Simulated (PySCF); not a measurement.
## Assigning NMR signals

Mapped SMILES: `[Cl:1][CH:2]=[C:3]1[CH2:4][CH2:5][CH:6]([Cl:7])[CH2:8][CH2:9]1`. Hydrogens are named by the atom that carries them. Ha(C4), Ha(C5), Ha(C8), Ha(C9) are cis to Cl7 on the ring; Hb(C4), Hb(C5), Hb(C8), Hb(C9) are trans to Cl7 on the ring.

- geometry: GFN2-xTB
- σ from GIAO-PBE0/pcSseg-1
- program: PySCF 2.14
- isolated molecule, non-relativistic Hamiltonian, single conformer

References, each an isolated molecule treated in the same way: TMS for $^{13}$C and $^{1}$H.

Q: Assign these signals to the numbered atoms. $^{13}$C{$^{1}$H} NMR (computed): δ 149.6, 121.5, 64.1, 40.1, 38.6, 31.8, 26.1.

A: 
| δ (ppm) | atoms | environment | reason |
| --- | --- | --- | --- |
| 149.6 | C3 | fully substituted alkene carbon | the olefinic region |
| 121.5 | C2 | alkene CH | the olefinic region |
| 64.1 | C6 | sp3 CH bonded to Cl | pulled downfield by the heteroatom |
| 40.1 | C8 | sp3 CH2 in a ring | aliphatic region, no heteroatom directly attached |
| 38.6 | C5 | sp3 CH2 in a ring | – |
| 31.8 | C9 | allylic sp3 CH2 | a saturated carbon with 2 carbon neighbours and no heteroatom attached |
| 26.1 | C4 | allylic sp3 CH2 | – |

C8 and C5 lie closer than the usual error of such a calculation, so a measured spectrum could show them in the other order.

Q: Assign these signals to the numbered atoms. $^{1}$H NMR (500 MHz, computed): δ 5.94 (s, 1H), 4.41 (m, 1H), 2.98 (m, 1H), 2.92 (m, 1H), 2.60 (m, 1H), 2.06 (m, 1H), 2.06 (m, 1H), 1.96 (m, 1H), 1.63 (m, 1H), 1.61 (m, 1H).

A: 
5.94 → H(C2), hydrogen on an alkene CH: a vinylic proton, deshielded by the sp2 carbon and the C=C anisotropy
4.41 → H(C6), hydrogen on an sp3 CH bonded to Cl: its carbon carries Cl, hence the downfield position
2.98 → Ha(C9), hydrogen on an allylic sp3 CH2: allylic position
2.92 → Hb(C4), hydrogen on an allylic sp3 CH2
2.60 → Ha(C4), hydrogen on an allylic sp3 CH2
2.06 → Ha(C8), hydrogen on an sp3 CH2 in a ring
2.06 → Ha(C5), hydrogen on an sp3 CH2 in a ring
1.96 → Hb(C9), hydrogen on an allylic sp3 CH2: allylic position
1.63 → Hb(C5), hydrogen on an sp3 CH2 in a ring
1.61 → Hb(C8), hydrogen on an sp3 CH2 in a ring

Ha(C9) and Hb(C4); Ha(C8) and Ha(C5); Ha(C5) and Hb(C9); Hb(C5) and Hb(C8) lie closer than the usual error of such a calculation, so a measured spectrum could show them in the other order.

Carbons that carry Cl, above all several Cl atoms, come out too deshielded, partly because spin–orbit coupling is missing. Shifts are as computed. Against solution values, carbons near 30 ppm lie about +3 ppm off and those near 130 ppm about +5 ppm; carbons on Cl a further +6 ppm. Of 1211 compounds with measured shifts, 218 miss one by over three times the rms of a fit or turn the order of signals round; such compounds aren't used in these exercises. No couplings were computed; multiplicities are counted from neighbouring protons, with m where these are inequivalent, close in shift, in a saturated or five-membered ring or joined by F or P, and br s for small geminal =CH2 splittings.
